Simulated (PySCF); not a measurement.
# Excitation energy of Cu by level of theory

Cu [Ar] 3d10 4s1 (2S) → Cu [Ar] 3d9 4s2 (2D), as a difference of total energies. All numbers are calculated (PySCF 2.14, the spin-free X2C one-electron Hamiltonian (Gaussian nucleus), in x2c-TZVPPall with one added diffuse shell each of s, p, d, f type (7s6p5d3f1g, 80 functions)). Correlated levels: valence: [Ar] frozen; valence and next inner shell: [Ne] frozen. The calculations carry no spin-orbit coupling.

```json
{"method": "UHF", "excitation energy (eV)": "-0.187"}
{"method": "LDA", "excitation energy (eV)": "2.186"}
{"method": "PBE", "excitation energy (eV)": "1.913"}
{"method": "PBE0", "excitation energy (eV)": "1.457"}
{"method": "r2SCAN", "excitation energy (eV)": "1.557"}
{"method": "revPBE", "excitation energy (eV)": "1.920"}
{"method": "PBEsol", "excitation energy (eV)": "2.050"}
{"method": "MN15", "excitation energy (eV)": "1.936"}
{"method": "M06-2X", "excitation energy (eV)": "1.048"}
{"method": "MP2 (valence)", "excitation energy (eV)": "2.300"}
{"method": "SCS-MP2 (valence)", "excitation energy (eV)": "1.805"}
{"method": "MP2 (valence and next inner shell)", "excitation energy (eV)": "2.854"}
{"method": "SCS-MP2 (valence and next inner shell)", "excitation energy (eV)": "2.252"}
```

Question: How much does correlation contribute at MP2 (valence and next inner shell)?

Answer: 2.854 − (-0.187) = 3.041 eV, measured against UHF.

Errors of the correlated levels include the incompleteness of this basis and the frozen core.

For comparison: 1.490 eV (measured; NIST levels, between the centres of gravity of the two terms).
